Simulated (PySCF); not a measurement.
Electron correlation in Ga⁺ (gallium, charge +1)

[Ar] 3d10 4s2, closed-shell 1S. All numbers are calculated (PySCF 2.14, scalar relativity by spin-free X2C-1e, in x2c-QZVPPall). Frozen: [Ar] 3d10; 2 electrons correlated.

With two correlated electrons CCSD is exact within the correlated space (frozen core and kept virtual orbitals).

```csv
level,correlation energy (mhartree)
CCSD,-37.11
```

Diagnostics: T1 = 0.0070, D1 = 0.0099, largest double amplitude 0.094.

Problem. Is a single reference adequate?

Solution. Mostly. T1 lies below 0.03, but a double amplitude of this size points to a near-degeneracy that CCSD handles and MP2 describes poorly.
